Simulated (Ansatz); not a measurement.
## Match the barriers

Saddle point of SiH$_{4}$SO$_{3}$, singlet (SiH₄SO₃ ([OH][Si]([OH])([OH])[SH]) → SiH₂O₃ ([O][Si]([OH])[OH]) + H₂S (still joined by a long Si–S bond); bonds formed: S2–H4; bonds broken: O3–H4; bonds weakened to dative contacts: Si1–S2), PBE0-D4/def2-TZVP structure:

Si1  (-0.409, -0.363, -0.062)
S2  (1.486, 0.936, 0.794)
O3  (-0.050, -1.455, 0.962)
H4  (1.202, -0.349, 1.334)
O5  (-1.706, 0.614, 0.067)
O6  (-0.078, -0.475, -1.647)
H7  (2.318, 0.431, -0.132)
H8  (-2.162, 0.577, 0.911)
H9  (-0.601, 0.083, -2.228)
(Å)

Computed with Ansatz 0.2.0 (basis: def2-TZVPP, with def2-QZVPP for the basis limit); correlated methods freeze the cores. Extrapolation: Hartree–Fock as exp(−7.88 √X), correlation as X^−2.97. Four methods, as single points on the PBE0-D4 structures, gave these electronic barriers from the start structure: 1.831, 2.021, 2.175, 2.705 eV.

Question: The methods were, in alphabetical order, BLYP-D4, CCSD(T), HF, r2SCAN-D4. Which gave which? (Judge from chemistry; the calculation decides.)

Answer: The calculation gives: BLYP-D4 1.831; r2SCAN-D4 2.021; CCSD(T) 2.175; HF 2.705 eV. For comparison, CCSD(T) at an estimated basis limit (MP2 extrapolated from triple and quadruple zeta, plus CCSD(T) − MP2 in triple zeta) gives 2.183 eV.

T1 diagnostic: at most 0.015.

Labels in which every atom is bracketed show which atoms are joined, not bond orders.

For scale, one of the runs: CCSD(T)/def2-TZVPP, 233 basis functions, launched by `ansatz run in.yaml --threads 4 --pin off --events-out ev --progress --plain --max-ram 9574MiB`. Hardware: 4 CPU threads of an Arm Neoverse V2, shared host. Wall time 2 min; peak host memory 4.1 GiB.
